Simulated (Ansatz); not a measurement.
System: GeH$_{2}$Br, charge 0, doublet. GeH2Br (SMILES [GeH2][Br], doublet).
B3LYP-D3(BJ)/def2-TZVP minimum from Ansatz (an electronic-structure program):
```xyz
4

Ge    -1.1685     0.0851    -0.0097
Br     1.1628    -0.0420    -0.0002
H     -1.6426    -0.3379     1.4056
H     -1.6637    -0.9124    -1.0898
```
Charge 0, spin multiplicity 2.

Total energies in cc-pVDZ, 13 correlated electrons, 28 frozen orbitals. Open shells are spin-unrestricted; no spin-orbit coupling. Correlated methods leave the cores frozen (noble-gas shells, and filled d and f shells in the p block). No relativity. Spin-orbit terms, left out, reach several kcal/mol for Br and I, and more for heavier atoms.

| method | program | energy (Eh) | minus CCSDTQ (mEh) |
|---|---|---|---|
| HF | Ansatz | -4648.89340 | 229.25 |
| MP2 | Ansatz | -4649.08756 | 35.08 |
| CCSD | Ansatz | -4649.11662 | 6.03 |
| CCSD(T) | Ansatz | -4649.12146 | 1.19 |
| CCSDT(Q) | Ansatz | -4649.12265 | 0.00 |
| CCSDTQ | Ansatz | -4649.12265 | 0.00 |

Rough core times of Ansatz's runs on a shared machine: CCSD(T) under 20 s, CCSDT(Q) 60 s, CCSDTQ 60 min.
